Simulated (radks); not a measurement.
The numbers below are computed, except where a source is named.
Ionisation of the rubidium ion Rb+, [Kr], to Rb2+, [Ar] 3d10 4s2 4p5, under several functionals. Non-relativistic Kohn-Sham, spin-polarised, spherical densities, point nucleus; open shells are filled with parallel spins first (spin-orbit coupling, left out, can overturn this in heavy ions); a radial shooting solver on a logarithmic mesh with Libxc functionals.

functional                                        E(Rb+) (hartree)  Exc (hartree)  IE (eV)  -e(HOMO) (eV)  <r> HOMO (bohr)  IE error (eV)
LDA (Slater exchange, Perdew-Wang correlation)         -2936.16808      -95.63382   27.520         21.787            1.720         +0.230
exchange-only B88                                      -2938.24593      -97.74446   26.174         20.540            1.730         -1.115
PW91                                                   -2940.14554      -99.67694   27.413         21.711            1.721         +0.124
OLYP                                                   -2940.84751     -100.45697   27.342         21.662            1.717         +0.052
LDA (Slater exchange, Perdew-Zunger correlation)       -2936.16615      -95.63175   27.530         21.788            1.720         +0.240
MS2 meta-GGA                                           -2939.58049      -99.12034   27.700         22.092            1.715         +0.410
XLYP                                                   -2940.37716      -99.90100   27.203         21.500            1.726         -0.087
PBE                                                    -2939.57022      -99.09066   27.343         21.650            1.721         +0.053
B86b exchange with PBE correlation                     -2940.03181      -99.55984   27.366         21.670            1.721         +0.076
r2SCAN                                                 -2939.97717      -99.53002   27.784         22.158            1.716         +0.494
exchange-only PBE                                      -2937.77927      -97.26515   26.158         20.536            1.734         -1.132
exchange-only r2SCAN                                   -2938.18054      -97.71055   26.794         21.262            1.724         -0.495

NIST Atomic Spectra Database: 27.290 eV (measured). Closest: OLYP. The Delta-SCF values span 1.63 eV, the total energies 4.68 hartree. The highest occupied level is 4p. Relativity is left out here, which matters for elements this heavy. Open shells are spherical and high-spin; term and fine-structure splittings are not resolved.
